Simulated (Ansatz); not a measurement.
Geometry optimisation of the cluster Ga₃As₄.

```yaml
crystal:
  periodic: [false, false, false]
  atoms:
    - {symbol: Ga, position_ang: [1.525428, 1.484449, -1.148166]}
    - {symbol: Ga, position_ang: [-1.386103, 0.816555, -0.861719]}
    - {symbol: Ga, position_ang: [1.432933, -0.772293, 0.823300]}
    - {symbol: As, position_ang: [0.185149, 1.608907, 1.208362]}
    - {symbol: As, position_ang: [-1.213403, -0.288731, 1.753883]}
    - {symbol: As, position_ang: [0.483879, -0.958974, -1.711617]}
    - {symbol: As, position_ang: [-1.027892, -1.889912, -0.064032]}
basis:
  gaussian: {orbitals: def2-SVP}
magnetization: {spin_polarized: true, initial_magnetization: 3}
hamiltonian: {xc: pbe, dispersion: d4}
scf: {lower_state_search: "off"}
output: {orbitals: {seedname: orbitals}}
relax: {f_tol: 0.03, max_steps: 70}
```

```sh
$ ansatz run in.yaml --threads 4 --pin off --events-out ev --progress --plain --max-ram 6963MiB
```

Shortened log:

```
Functional definition: PBE
mean field -400393.12694417 eV, -14714.1760189893 hartree, gradient 2.1e-6 eV, S^2 3.760500; 0 other end points of the search recorded, 0 dependent functions left out
relax step   1: F+E_penalty+E_count = -400393.85441686 eV  Δ(F+E_penalty+E_count) = +0.000e0 eV  max|allowed force component| = 6.835e-1 eV/Å  Δτ_max = 0.0000 Å  (24 SCF iters, accepted)
mean field -400393.43632112 eV, -14714.1873883825 hartree, gradient 2.1e-6 eV, S^2 3.760200; 0 other end points of the search recorded, 0 dependent functions left out
relax step   2: F+E_penalty+E_count = -400394.16105032 eV  Δ(F+E_penalty+E_count) = -3.066e-1 eV  max|allowed force component| = 3.564e-1 eV/Å  Δτ_max = 0.1963 Å  (28 SCF iters, accepted)
mean field -400393.53789445 eV, -14714.1911211334 hartree, gradient 2.0e-6 eV, S^2 3.759349; 0 other end points of the search recorded, 0 dependent functions left out
relax step   3: F+E_penalty+E_count = -400394.26520456 eV  Δ(F+E_penalty+E_count) = -1.042e-1 eV  max|allowed force component| = 2.870e-1 eV/Å  Δτ_max = 0.1538 Å  (29 SCF iters, accepted)
mean field -400393.55839066 eV, -14714.1918743553 hartree, gradient 2.8e-6 eV, S^2 3.758905; 0 other end points of the search recorded, 0 dependent functions left out
relax step   4: F+E_penalty+E_count = -400394.28809132 eV  Δ(F+E_penalty+E_count) = -2.289e-2 eV  max|allowed force component| = 8.184e-2 eV/Å  Δτ_max = 0.0463 Å  (23 SCF iters, accepted)
mean field -400393.56158478 eV, -14714.1919917371 hartree, gradient 2.0e-6 eV, S^2 3.758951; 0 other end points of the search recorded, 0 dependent functions left out
relax step   5: F+E_penalty+E_count = -400394.29053682 eV  Δ(F+E_penalty+E_count) = -2.445e-3 eV  max|allowed force component| = 1.693e-2 eV/Å  Δτ_max = 0.0179 Å  (24 SCF iters, accepted)
mean field -400393.56179264 eV, -14714.1919993756 hartree, gradient 9.8e-6 eV, S^2 3.758945; 0 other end points of the search recorded, 0 dependent functions left out
relax step   6: F+E_penalty+E_count = -400394.29068051 eV  Δ(F+E_penalty+E_count) = -1.437e-4 eV  max|allowed force component| = 4.697e-3 eV/Å  Δτ_max = 0.0031 Å  (22 SCF iters, accepted)
mean field -400393.56185624 eV, -14714.1920017131 hartree, gradient 1.8e-6 eV, S^2 3.758943; 0 other end points of the search recorded, 0 dependent functions left out
relax step   7: F+E_penalty+E_count = -400394.29071034 eV  Δ(F+E_penalty+E_count) = -2.983e-5 eV  max|allowed force component| = 4.401e-3 eV/Å  Δτ_max = 0.0016 Å  (18 SCF iters, accepted)
mean field -400393.56205611 eV, -14714.1920090579 hartree, gradient 2.9e-6 eV, S^2 3.758936; 0 other end points of the search recorded, 0 dependent functions left out
relax step   8: F+E_penalty+E_count = -400394.29083829 eV  Δ(F+E_penalty+E_count) = -1.280e-4 eV  max|allowed force component| = 1.712e-2 eV/Å  Δτ_max = 0.0067 Å  (23 SCF iters, accepted)
mean field -400393.56238678 eV, -14714.1920212100 hartree, gradient 1.6e-6 eV, S^2 3.758928; 0 other end points of the search recorded, 0 dependent functions left out
relax step   9: F+E_penalty+E_count = -400394.29112295 eV  Δ(F+E_penalty+E_count) = -2.847e-4 eV  max|allowed force component| = 2.727e-2 eV/Å  Δτ_max = 0.0076 Å  (24 SCF iters, accepted)
mean field -400393.56314556 eV, -14714.1920490946 hartree, gradient 2.5e-6 eV, S^2 3.758908; 0 other end points of the search recorded, 0 dependent functions left out
relax step  10: F+E_penalty+E_count = -400394.29180991 eV  Δ(F+E_penalty+E_count) = -6.870e-4 eV  max|allowed force component| = 4.323e-2 eV/Å  Δτ_max = 0.0118 Å  (23 SCF iters, accepted)
mean field -400393.58299128 eV, -14714.1927784112 hartree, gradient 2.4e-6 eV, S^2 3.758433; 0 other end points of the search recorded, 0 dependent functions left out
relax step  11: F+E_penalty+E_count = -400394.31108318 eV  Δ(F+E_penalty+E_count) = -1.927e-2 eV  max|allowed force component| = 1.823e-1 eV/Å  Δτ_max = 0.1153 Å  (28 SCF iters, accepted)
mean field -400393.59222811 eV, -14714.1931178586 hartree, gradient 2.0e-6 eV, S^2 3.758366; 0 other end points of the search recorded, 0 dependent functions left out
relax step  12: F+E_penalty+E_count = -400394.32072971 eV  Δ(F+E_penalty+E_count) = -9.647e-3 eV  max|allowed force component| = 1.355e-1 eV/Å  Δτ_max = 0.0252 Å  (24 SCF iters, accepted)
mean field -400393.62336768 eV, -14714.1942622167 hartree, gradient 2.9e-6 eV, S^2 3.756998; 0 other end points of the search recorded, 0 dependent functions left out
relax step  13: F+E_penalty+E_count = -400394.35241970 eV  Δ(F+E_penalty+E_count) = -3.169e-2 eV  max|allowed force component| = 1.946e-1 eV/Å  Δτ_max = 0.2000 Å  (27 SCF iters, accepted)
mean field -400393.63376848 eV, -14714.1946444390 hartree, gradient 2.0e-6 eV, S^2 3.757291; 0 other end points of the search recorded, 0 dependent functions left out
relax step  14: F+E_penalty+E_count = -400394.36328956 eV  Δ(F+E_penalty+E_count) = -1.087e-2 eV  max|allowed force component| = 4.580e-2 eV/Å  Δτ_max = 0.0542 Å  (24 SCF iters, accepted)
mean field -400393.63205293 eV, -14714.1945813936 hartree, gradient 1.5e-6 eV, S^2 3.757167; 0 other end points of the search recorded, 0 dependent functions left out
relax step  15: F+E_penalty+E_count = -400394.36179963 eV  Δ(F+E_penalty+E_count) = +1.490e-3 eV  max|allowed force component| = 9.259e-2 eV/Å  Δτ_max = 0.0305 Å  (23 SCF iters, rejected (line search))
mean field -400393.63565544 eV, -14714.1947137836 hartree, gradient 2.6e-6 eV, S^2 3.757242; 0 other end points of the search recorded, 0 dependent functions left out
relax step  16: F+E_penalty+E_count = -400394.36461295 eV  Δ(F+E_penalty+E_count) = -1.323e-3 eV  max|allowed force component| = 1.159e-2 eV/Å  Δτ_max = 0.0149 Å  (23 SCF iters, accepted)
Total energy: -400394.36464902 eV, -14714.2215038033 hartree
Atom 0 at     1.085098     1.388610    -1.110569 Å, force    -0.005918    -0.008687     0.006998 eV/Å
Atom 1 at    -1.622917     0.761714    -0.836335 Å, force    -0.009792     0.002113    -0.002268 eV/Å
Atom 2 at     1.426074    -0.820652     0.867818 Å, force     0.002252     0.003975    -0.004187 eV/Å
Atom 3 at     0.507674     1.617001     1.357472 Å, force    -0.000106    -0.006602     0.004314 eV/Å
Atom 4 at    -1.207012    -0.081786     1.683274 Å, force     0.006085     0.011587    -0.001148 eV/Å
Atom 5 at     0.819767    -1.072840    -1.700370 Å, force     0.000523    -0.004978     0.006283 eV/Å
Atom 6 at    -1.008693    -1.792045    -0.261279 Å, force     0.006955     0.002591    -0.009991 eV/Å
Dipole moment:    -0.015626     0.100984    -0.090549 e Å
Checks for a lower state left out: stability, starts, cluster_reference, orbital_swaps, neighbouring_geometries, increment
```

It took 2.8 min on 4 threads of Intel Xeon on a shared host, peak host memory 0.61 GiB.

At PBE-D4/def2-SVP a doublet of charge 0 lies 0.78 eV below the quartet, each at its own geometry. The structure comes from a short search, and lower isomers may exist.
